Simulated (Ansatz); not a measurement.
Compare A (`BC[SiH2]S[SiH3]`) with its isomer B (`[SiH3]BCS[SiH3]`).

Calculated with Ansatz (gas phase, PBE0-D4/def2-TZVP geometries, no zero-point term in ΔE). CCSD(T)/CBS is the MP2 limit (def2-TZVPP, def2-QZVPP) plus CCSD(T) − MP2 in def2-TZVPP, frozen cores. DFT in def2-TZVPP. B3LYP here is the variant with VWN-RPA as its local correlation; programs differ in this. Each species was taken in one conformer, which may not be the lowest.

Question: Which is lower in electronic energy at CCSD(T)/CBS, and by how much? (Best estimate.)

Answer: The calculation gave: A, by 154.0 kJ/mol.

Question: Give E(B) − E(A) in kJ/mol with PBE-D4, B2PLYP, CCSD/def2-TZVPP, B3LYP, PBE0-D4, r2SCAN-D4, HF/def2-TZVPP. (Estimate.)

Answer: Computed: PBE-D4 145.1, B2PLYP 148.4, CCSD/def2-TZVPP 149.6, B3LYP 138.4, PBE0-D4 151.1, r2SCAN-D4 154.7, HF/def2-TZVPP 142.1. None reverses the order clearly.

Largest T1 diagnostic: 0.012.

The D4 term adds +9.1 kJ/mol with B3LYP and +4.8 kJ/mol with PBE0; it sums over pairs of atoms, weighted by their polarisabilities, and B3LYP, whose exchange is more repulsive, gets the larger term. In def2-TZVPP, CCSD(T) changes the Hartree–Fock value by +9.7 kJ/mol (the triples alone add +2.2 kJ/mol) and MP2 by +23.6 kJ/mol.
